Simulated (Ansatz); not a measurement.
One geometry of AlAs2⁻, several levels of theory.

```yaml
crystal:
  periodic: [false, false, false]
  atoms:
    - {symbol: Al, position_ang: [1.135273, 0.373486, -0.919011]}
    - {symbol: As, position_ang: [-0.125007, -1.278377, 0.562627]}
    - {symbol: As, position_ang: [-1.010266, 0.904891, 0.356384]}
basis:
  gaussian: {orbitals: def2-TZVPD, initial_orbitals: start.molden}
total_charge: -1
magnetization: {spin_polarized: true, initial_magnetization: 4}
hamiltonian: {xc: r2scan, dispersion: d4}
scf: {omitted_lower_state_checks: [starts]}
output: {orbitals: {seedname: orbitals}}
```

The file start.molden holds the orbitals of an earlier run on this structure, at another level or in another basis.

```sh
$ ansatz run in.yaml --threads 4 --pin off --events-out ev --progress --plain --max-ram 3916MiB
```

It prints (some lines left out):

```
Functional definition: r2SCAN
1078 factors; their error is unknown
mean field evaluation 1: about -128278.3233 eV, gradient 6.4e0 eV
mean field evaluation 2: about -128278.3802 eV, gradient 1.1e-1 eV
mean field evaluation 4: about -128278.3690 eV, gradient 1.8e-3 eV
mean field evaluation 8: about -128278.3690 eV, gradient 1.9e-5 eV
mean field -128278.36902551 eV, -4714.1431114860 hartree, gradient 1.9e-5 eV, S^2 6.013269; 0 other end points of the search recorded, 0 dependent functions left out
reference -128278.36904304 eV, -4714.1431121303 hartree; 42, 38 occupied and 109, 113 virtual orbitals, 1078 factors
Total energy: -128278.39293904 eV, -4714.1439902920 hartree
Checks for a lower state left out: starts
```

Run time 8 s (4 threads of Arm Neoverse V1 on a shared host).

First input, but with `hamiltonian: {xc: {name: CAM-B3LYP}, dispersion: d4}` (abridged; 5.5 s):

```
Functional definition: CAM-B3LYP
mean field -128285.70586723 eV, -4714.4127354463 hartree, gradient 2.3e-5 eV, S^2 6.016856
Total energy: -128285.82998693 eV, -4714.4172967611 hartree
Checks for a lower state left out: starts
```

The first input with `hamiltonian: {xc: {name: BLYP}, dispersion: d4}` (abridged; 3.4 s):

```
Functional definition: BLYP
mean field -128282.07745886 eV, -4714.2793938978 hartree, gradient 1.4e-5 eV, S^2 6.004040
Total energy: -128282.36474676 eV, -4714.2899515335 hartree
Checks for a lower state left out: starts
```

First input, but with `correlation: {method: mp2}` and without the key `hamiltonian` (abridged; 3.7 s):

```
Functional definition: HF
mean field -128174.57623569 eV, -4710.3287968134 hartree, gradient 3.0e-6 eV, S^2 6.062703
23 core orbitals not correlated: weight in the atoms' cores, before any rotation towards them, 1.000 or more for the frozen orbitals, at most 0.000 for the correlated occupied ones
second order -14.94472447 eV of doubles, -0.00000000 eV of singles
Total energy: -128189.52096016 eV, -4710.8780053077 hartree
Checks for a lower state left out: starts
```

The first input with `gaussian: {orbitals: STO-3G}`, `hamiltonian: {xc: hf}` (abridged; 0.5 s):

```
Functional definition: HF
mean field evaluation 16: about -126729.4059 eV, gradient 5.4e-3 eV
mean field evaluation 32: about -126731.1391 eV, gradient 1.1e-5 eV
mean field -126731.13910282 eV, -4657.2834605771 hartree, gradient 1.1e-5 eV, S^2 6.023905
Total energy: -126731.13910282 eV, -4657.2834605771 hartree
Checks for a lower state left out: starts
```

First input, but with `hamiltonian: {xc: {text: "exchange = 0.90*pbe_x + 0.10*exact_x\ncorrelation = pbe_c"}}` (abridged; 4.1 s):

```
Functional definition: unnamed
mean field -128259.26253113 eV, -4713.4409607685 hartree, gradient 1.1e-5 eV, S^2 6.007256
Total energy: -128259.26256267 eV, -4713.4409619273 hartree
Checks for a lower state left out: starts
```

The first input with `hamiltonian: {xc: {text: "exchange = 0.50*pbe_x + 0.50*exact_x\ncorrelation = pbe_c"}}` (abridged; 5.5 s):

```
Functional definition: unnamed
mean field -128265.85174838 eV, -4713.6831100360 hartree, gradient 2.0e-5 eV, S^2 6.022568
Total energy: -128265.85176591 eV, -4713.6831106802 hartree
Checks for a lower state left out: starts
```

Geometry: PBE-D4/def2-TZVPD.

Correlated methods freeze 23 core orbitals; core or outer-core shells of As are correlated, in sets that lack core-valence functions. At r2SCAN-D4/def2-TZVPD, BLYP-D4/def2-TZVPD, HF/STO-3G, PBE with 10 % exact exchange/def2-TZVPD and others the highest occupied level of the charge -1 quintet lies above zero (up to 5.30 eV). In Hartree–Fock with STO-3G the lack of diffuse functions raises the level. It is a level of α spin, whose loss leaves a quartet; that state wasn't run at this geometry and level. The electron is either unbound and held by the finite basis, or the level is raised by self-interaction error. At PBE0-D4/def2-TZVPD a singlet of charge -1 lies 2.25 eV below the quintet, each at its own geometry. The structure comes from a short search, and lower isomers may exist.
